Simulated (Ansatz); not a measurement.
Species: GeBr (charge 0, doublet). SMILES: [Ge][Br]
Geometry from a B3LYP-D3(BJ)/def2-TZVP (Ansatz, a first-principles code) optimisation:
```
Ge
Br 1 2.3528
```
Charge 0, spin multiplicity 2.

Quantity: atomisation energy (electronic, to ground-state atoms), in kcal/mol. Correlated levels leave the core frozen unless marked. Open shells are spin-unrestricted. Spin-orbit coupling is left out. The frozen core is the preceding noble-gas configuration, with the filled d and f shells of earlier blocks. Non-relativistic. The coupled-cluster limit lacks core correlation, which all-electron functionals hold. Basis-set limits of correlation are two-point, X^-3; Hartree-Fock from the larger set (for Q and 5 zeta extrapolated as (X+1)exp(-9√X)).

```tsv
level	program	atomisation energy (kcal/mol)
PBE/def2-TZVPD	Ansatz	(withheld)
revPBE/def2-TZVPD	Ansatz	84.7
r2SCAN-D4/def2-TZVPD	Ansatz + dftd4	88.2
BHLYP-D3(BJ)/def2-TZVPD	Ansatz + dftd3	(withheld)
r2SCANh-D4/def2-TZVPD	Ansatz + dftd4	86.7
HSE06-D3(BJ)/def2-TZVPD	Ansatz + dftd3	86.6
CAM-B3LYP-D3(BJ)/def2-TZVPD	Ansatz + dftd3	(withheld)
LC-wPBE-D3(BJ)/def2-TZVPD	Ansatz + dftd3	80.8
CCSD/cc-pVTZ	Ansatz	(withheld)
CCSD/cc-pV5Z	Ansatz	79.5
CCSD(T)/CBS(cc-pVQZ,cc-pV5Z)	Ansatz	84.2
```

What belongs in the gaps?


- PBE/def2-TZVPD, atomisation energy (kcal/mol): 89.6
- BHLYP-D3(BJ)/def2-TZVPD, atomisation energy (kcal/mol): 81.4
- CAM-B3LYP-D3(BJ)/def2-TZVPD, atomisation energy (kcal/mol): 83.5
- CCSD/cc-pVTZ, atomisation energy (kcal/mol): 75.5
